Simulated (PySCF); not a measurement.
H₄InP. Atoms are numbered in the order given.

```xyz
6

In     0.6085    -0.0032     0.0000
H      1.4477     0.0208     1.5143
H      1.4477     0.0208    -1.5143
P     -1.9058     0.1185     0.0000
H     -2.0622    -0.8302     1.0430
H     -2.0622    -0.8302    -1.0430
```

Coordinates come from a B3LYP-D3(BJ)/def2-TZVP optimisation. The def2 effective core potentials stand for the cores of In; spin–orbit coupling is left out.

Level of theory: PBE/def2-TZVPD run with PySCF.

Mulliken values depend strongly on the basis, most of all with diffuse functions as here. ESP charges are fitted to the potential on shells at 1.4 to 2.0 van der Waals radii. Atomic charges (e):

```json
[
 {"atom": "In1", "ESP fit": "0.58", "Mulliken": "0.43"},
 {"atom": "H2", "ESP fit": "-0.20", "Mulliken": "-0.11"},
 {"atom": "H3", "ESP fit": "-0.20", "Mulliken": "-0.11"},
 {"atom": "P4", "ESP fit": "-0.28", "Mulliken": "-0.40"},
 {"atom": "H5", "ESP fit": "0.05", "Mulliken": "0.10"},
 {"atom": "H6", "ESP fit": "0.05", "Mulliken": "0.10"}
]
```
